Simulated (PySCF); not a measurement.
CH₂N, SMILES C=[N], multiplicity 2. Atoms are numbered in the order given.

```xyz
4

C      0.0000     0.0000     0.5009
N      0.0000     0.0000    -0.7366
H      0.0000    -0.9360     1.0754
H      0.0000     0.9360     1.0754
```
Charge 0, spin multiplicity 2.

Geometry optimised at B3LYP-D3(BJ)/def2-TZVPD. The isomer is the one that the SMILES or the coordinates give; other isomers of the formula were not compared.

Level of theory: PySCF 2.14.0 with B3LYP-D3(BJ)/def2-TZVPD.

Frequencies are harmonic and unscaled.

Computed vibrational spectrum:
```tsv
mode	ν (cm⁻¹)	IR (km/mol)	moving atoms (share of kinetic energy)
1	934	8.2	H 72 %, C 20 %, N 8 %
2	994	33.5	H 72 %, C 26 %
3	1376	16.6	H 93 %
4	1724	0.7	C 53 %, N 43 %
5	2963	0.2	H 96 %
6	3017	8.8	H 90 %, C 10 %
```
